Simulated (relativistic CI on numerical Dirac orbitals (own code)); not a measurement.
One change at a time: Sb²⁴⁺

Base calculation: Dirac-Coulomb-Breit CI, KLI orbitals optimised for each configuration, QED by a radiative potential, unscaled Slater integrals.

Configurations in the expansion (outside the closed core [Ne]): 3s²3p⁶3d⁹, 3s²3p⁵3d¹⁰, 3s3p⁶3d¹⁰, 3s²3p⁶3d⁸4s, 3s²3p⁶3d⁸4p, 3s²3p⁶3d⁸4d, 3s²3p⁴3d¹⁰4s, 3s²3p⁶3d⁸4f, 3s²3p⁵3d⁹4s, 3s²3p⁶3d⁷4s², 3s²3p⁴3d¹⁰4p, 3s²3p⁵3d⁹4p, 3s²3p⁶3d⁷4s4p, 3s²3p⁴3d¹⁰4d, 3s²3p⁶3d⁸5s, 3s3p⁵3d¹⁰4s. Levels of other configurations are missing.

The lowest level and the first level of each name with at least 55 % of one term (blank where a level has no safe partner in the second run):

```tsv
Level	Base (eV)	Shift (eV)
3s²3p⁶3d⁹ ²D5/2	0.000	0.000
3s²3p⁶3d⁹ ²D3/2	9.963	-0.030
3s²3p⁵3d¹⁰ ²P°3/2	233.301	+0.079
3s²3p⁵3d¹⁰ ²P°1/2	282.174	-0.006
3s3p⁶3d¹⁰ ²S1/2	413.038	+0.947
3s²3p⁶3d⁸4s ⁴F9/2	504.835	-0.325
3s²3p⁶3d⁸4s ²F7/2	506.617	-0.324
3s²3p⁶3d⁸4s ⁴F7/2	514.783	-0.352
3s²3p⁶3d⁸4s ⁴F5/2	515.016	-0.352
3s²3p⁶3d⁸4s ⁴P1/2	519.575	-0.333
3s²3p⁶3d⁸4s ⁴P3/2	522.849	-0.353
3s²3p⁶3d⁸4s ²P1/2	524.344	-0.350
3s²3p⁶3d⁸4s ²G9/2	524.703	-0.351
3s²3p⁶3d⁸4s ²G7/2	524.826	-0.351
```

At this charge energies of transitions that change n are usually good to better than 1 %, and those within a shell (Δn = 0) to a few per cent.

(1) One thing was changed in a second run, which moved the levels as shown. Which?
A. QED terms removed
B. configuration mixing switched off
C. Breit term removed

Answers

(1) A. QED terms removed. QED shifts follow the density of s (and p1/2) electrons at the nucleus, so configurations move by their count of such electrons; where none moves, the smaller shifts of p3/2 electrons and of j = l + 1/2 against j = l − 1/2 set the pattern.

LS names give the leading component of a level, which can be under half, so a name can repeat, a term be missing and a line seem to break the LS rules.
